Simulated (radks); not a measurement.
Values are calculated unless marked as measured or tabulated.
Problem. Pm XVII, 45 electrons, occupied as [Kr] 4d8.5 5p0.5 (fractional occupations, a model configuration). Code: a radial shooting solver on a logarithmic mesh with Libxc functionals. Model: scalar-relativistic Kohn-Sham, SOGGA, spin-polarised, spherical densities, finite nucleus; open shells are filled with parallel spins first (spin-orbit coupling, left out, can overturn this in heavy ions); Fermi nuclear charge, rms radius 4.962 fm. Some entries of the table are withheld. Estimate them.

orbital,occ.,eigenvalue (Ry),<r^2> (bohr^2),r(max) (bohr)
1s up,1,-3334.103,0.0007322,0.01480
1s down,1,-3334.095,0.0007322,0.01480
2s up,1,-564.6233,0.01157,0.08383
2s down,1,-564.5535,0.01157,0.08383
2p up,3,-507.1946,0.009265,0.06763
2p down,3,-507.1365,0.009265,0.06762
3s up,1,-144.0019,0.07737,0.2386
3s down,1,-143.9605,0.07734,0.2386
3p up,3,-125.9654,0.07734,0.2337
3p down,3,-125.9197,0.07730,0.2337
3d up,5,-101.2633,0.06530,0.1916
3d down,5,-101.2003,0.06528,0.1917
4s up,1,-48.45906,0.3711,0.5439
4s down,1,-48.27543,0.3710,0.5438
4p up,3,-42.30370,0.4074,(1)
4p down,3,-42.11988,0.4074,(2)
4d up,5,-33.57877,(3),0.5793
4d down,3.5,-33.39415,(4),0.5793
5p up,0.5,-20.41082,1.562,(5)
5p down,0,-20.24638,1.559,(6)

Solution. 
(1) 4p up r(max) (bohr): 0.5642
(2) 4p down r(max) (bohr): 0.5641
(3) 4d up <r^2> (bohr^2): 0.4561
(4) 4d down <r^2> (bohr^2): 0.4561
(5) 5p up r(max) (bohr): 1.165
(6) 5p down r(max) (bohr): 1.166
